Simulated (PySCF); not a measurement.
Dipole moment and polarisability of `C=C1[SiH2][C@H]1C(F)=C(F)F`

Species: C5H5F3Si.
Cartesian coordinates in Å at the GFN2-xTB level; atoms count from 1:
```
atom  x, y, z in Å
C1    -1.8241   -0.8300   -1.1326
C2    -1.2822   -0.2970   -0.0605
Si3   -1.0465   -0.0407    1.7555
C4    -0.0493    0.5471    0.1974
C5     1.2439   -0.0345   -0.1232
F6     1.3954   -1.3469    0.1745
C7     2.2909    0.6079   -0.6375
F8     3.4966    0.0946   -0.8781
F9     2.2560    1.9028   -0.9686
H10   -2.7103   -1.4418   -1.0787
H11   -1.4111   -0.6691   -2.1189
H12   -0.4630   -1.1024    2.5494
H13   -1.7826    1.0253    2.4094
H14   -0.1144    1.5843   -0.1104
```

Level: CAM-B3LYP/def2-SVPD (PySCF), static field, nuclei fixed, core orbitals frozen in the response. The polarisability tensor in these axes (au):

```
x   103.27  12.17  -9.72
y    12.17  75.16   1.29
z    -9.72   1.29  98.78
```

**Question.** What are the eigenvalues, a third of the trace, and Δα (Δα² = ½Σ(αi − αj)² over the three pairs)?

**Answer.** Principal values 69.84, 94.18 and 113.19 au; mean 92.41 au = 13.69 Å³ = 15.24 × 10⁻⁴⁰ C²·m²/J; Δα = 37.64 au (41 % of the mean).

**Question.** What is the dipole moment, and where does it point?

**Answer.** (-2.63, 0.31, 1.13) D, 2.88 D in size, pointing from the negative to the positive side. Measured along this direction, the outermost atoms are F8 at the negative end and H13 at the positive end.

**Question.** Give the eigenvalues of the traceless quadrupole moment Θ = ½Σq(3rr − r²1), origin at the centre of nuclear charge.

**Answer.** -5.31, -1.51, 6.82 D·Å. The values depend on the origin, since the dipole doesn't vanish. The electronic extent ⟨r²⟩ about the same centre is 1547 bohr², a root-mean-square distance of 2.39 Å for the 76 electrons.

**Question.** Molar refractivity from α?

**Answer.** Lorentz–Lorenz: R = (4π/3)N_A α = 2.5225 cm³/(mol·Å³) × 13.69 Å³ = 34.5 cm³/mol, in the limit of long wavelengths.

**Question.** In a dilute gas of rigid molecules at 273 K, how does the orientational term μ²/3kT compare with the electronic polarisability?

**Answer.** In Gaussian units μ²/3kT = 73.50 Å³ against 13.69 Å³, a ratio of 5.37; the Debye molar polarisation (4π/3)N_A(α + μ²/3kT) is 219.9 cm³/mol, leaving out the vibrational part.

**Question.** Give the principal axes and the span of the nuclei along them.

**Answer.** Largest value along (0.81, 0.24, -0.53), where the nuclei span 5.81 Å; middle along (0.44, 0.34, 0.83), 4.18 Å; least along (-0.38, 0.91, -0.17), 3.29 Å. The response follows the extents in order.

Geometry: GFN2-xTB, one conformer, isolated molecule.
